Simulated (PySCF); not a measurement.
C4H5FO, SMILES C1(F)=COCC1.

Geometry: PBE-D3(BJ)/def2-SVP. The geometry has at least one imaginary mode, so it is a saddle point at that level. Other conformers were not sampled.

Computed with PySCF with ωB97X/def2-TZVP.

The molecule is in vacuum.

**Question.** Estimate the frontier levels, gap, dipole moment and polarisability. (An estimate is asked for; the answer gives what the named calculation found.)

**Answer.** 
| Property | Value |
|---|---|
| highest occupied level | -8.38 eV |
| lowest empty level | 2.89 eV |
| orbital gap | 11.27 eV |
| dipole moment | 1.56 D |
| quadrupole, principal values (traceless, Buckingham form, about the centre of nuclear charge) | -7.29, 0.39, 6.90 D·Å |
| mean static polarisability | 48.4 bohr³ (7.17 Å³) |
| polarisability, principal values | 37.6, 51.3, 56.4 bohr³ |
